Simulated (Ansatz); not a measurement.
CH5ClFNSn, SMILES `C[NH][SnH]([F])[Cl]` at its PBE0-D4/def2-TZVP geometry, where that method's forces vanish. The species carries charge 0 and has multiplicity 1. Sn takes the def2 core potential.

```xyz
10

C     1.0749   -0.9742    0.2968
N     0.5728   -0.0125   -0.6763
Sn   -1.0294    1.0766   -0.2170
F    -0.5051    1.9604    1.3934
Cl   -2.8271   -0.2188    0.4816
H     0.4505   -1.8685    0.4099
H     2.0806   -1.2925    0.0086
H     1.1569   -0.4942    1.2738
H     0.5421   -0.4000   -1.6096
H    -1.5162    2.2238   -1.3612
```

Q: What forces (eV/Å) does PBE-D4/def2-TZVPP give on these atoms in Ansatz 0.2.0? (Best estimate.)

A: Computed: 
```
C1  -0.003 -0.068  0.058
N2   0.348  0.115 -0.004
Sn3 -0.244  0.030 -0.420
F4   0.186  0.297  0.541
Cl5 -0.322 -0.226  0.133
H6  -0.111 -0.202  0.044
H7   0.210 -0.072 -0.057
H8   0.020  0.088  0.201
H9  -0.034 -0.124 -0.339
H10 -0.050  0.162 -0.155
```
